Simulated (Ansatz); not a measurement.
Ansatz (an electronic-structure program) input (CCSD(T)/aug-cc-pV(D+d)Z):
A basis named .json is the Basis Set Exchange file of that set.

Ansatz 0.2 input:
```yaml
crystal:
  periodic: [false, false, false]
  atoms:
    - {symbol: Si, position_ang: [1.15349012, 0.21857438, 0.10867967]}
    - {symbol: O, position_ang: [-0.32156759, -0.53968370, -0.45879677]}
    - {symbol: C, position_ang: [-1.55845670, -0.11452884, 0.01497228]}
    - {symbol: H, position_ang: [0.82581168, 0.21750206, 1.63622480]}
    - {symbol: H, position_ang: [0.70032836, 1.70740655, -0.02840287]}
    - {symbol: H, position_ang: [-1.74260579, 0.95022697, -0.20632379]}
    - {symbol: H, position_ang: [-1.64345985, -0.22696524, 1.10891940]}
    - {symbol: H, position_ang: [-2.36565516, -0.70356896, -0.45139241]}
basis:
  gaussian:
    orbitals: aug-cc-pV_D+d_Z.json
total_charge: -1
magnetization: {spin_polarized: false}
correlation: {method: ccsd_t, electrons: outside_noble_gas}
output: {forces: true}
```

End of the output:

```
integrals: 0.24 GiB planned
1222 factors; integrals over basis functions are off by at most 7.4e-4 eV
0.74 GiB of device memory are held for the factors and their scratch space
mean field: 0.49 GiB planned
mean field evaluation 1: about -11007.6766 eV, gradient 1.8e1 eV
mean field evaluation 2: about -11007.7273 eV, gradient 1.8e1 eV
mean field evaluation 4: about -11009.1049 eV, gradient 2.4e0 eV
mean field evaluation 8: about -11009.1297 eV, gradient 2.4e-1 eV
mean field evaluation 16: about -11008.9153 eV, gradient 5.8e0 eV
mean field -11009.13034541 eV, -404.5780779371 hartree, gradient 3.3e-6 eV, S^2 0.000000; 0 other end points of the search recorded, 0 dependent functions left out
7 core orbitals not correlated
reference -11009.13034541 eV, -404.5780779371 hartree; 10, 10 occupied and 106, 106 virtual orbitals, 1222 factors
densities: 3.84 GiB planned
second order -12.90425257 eV of doubles, -0.00000000 eV of singles
coupled cluster: 1.43 GiB planned
cycle   1  -13.51158384 eV  change   -6.1e-1 eV  update   1.0e-1
cycle   2  -13.92498499 eV  change   -4.1e-1 eV  update   3.2e-2
cycle   3  -14.03756480 eV  change   -1.1e-1 eV  update   1.8e-2
cycle   4  -14.03289620 eV  change    4.7e-3 eV  update   4.6e-3
cycle   5  -14.03035381 eV  change    2.5e-3 eV  update   2.4e-3
cycle   6  -14.03088854 eV  change   -5.3e-4 eV  update   8.8e-4
cycle   7  -14.03075838 eV  change    1.3e-4 eV  update   4.3e-4
cycle   8  -14.03062045 eV  change    1.4e-4 eV  update   1.8e-4
cycle   9  -14.03066814 eV  change   -4.8e-5 eV  update   8.5e-5
cycle  10  -14.03070711 eV  change   -3.9e-5 eV  update   3.2e-5
cycle  11  -14.03068548 eV  change    2.2e-5 eV  update   1.4e-5
cycle  12  -14.03068871 eV  change   -3.2e-6 eV  update   5.6e-6
cycle  13  -14.03069030 eV  change   -1.6e-6 eV  update   1.8e-6
perturbative correction -0.45790649 eV, -0.0168277530 hartree
the calculation of the forces begins
0.74 GiB of device memory are held for the factors and their scratch space
Total energy: -11023.61894219 eV, -405.1105240483 hartree
Atom 0 at     1.153490     0.218574     0.108680 Å, force     0.532956     0.290580     0.219905 eV/Å
Atom 1 at    -0.321568    -0.539684    -0.458797 Å, force     0.044236    -0.620210    -0.558446 eV/Å
Atom 2 at    -1.558457    -0.114529     0.014972 Å, force    -0.221457     0.139637     0.141675 eV/Å
Atom 3 at     0.825812     0.217502     1.636225 Å, force    -0.003387    -0.028459     0.079703 eV/Å
Atom 4 at     0.700328     1.707407    -0.028403 Å, force    -0.012142     0.075490    -0.036437 eV/Å
Atom 5 at    -1.742606     0.950227    -0.206324 Å, force    -0.063507     0.414366    -0.107630 eV/Å
Atom 6 at    -1.643460    -0.226965     1.108919 Å, force    -0.023180    -0.064457     0.427346 eV/Å
Atom 7 at    -2.365655    -0.703569    -0.451392 Å, force    -0.253518    -0.206948    -0.166116 eV/Å
Dipole moment:    -0.994902    -0.111441    -0.024746 e Å
```

It need not be the lowest isomer of its formula. Whether it binds its extra electron was not tested at this geometry.
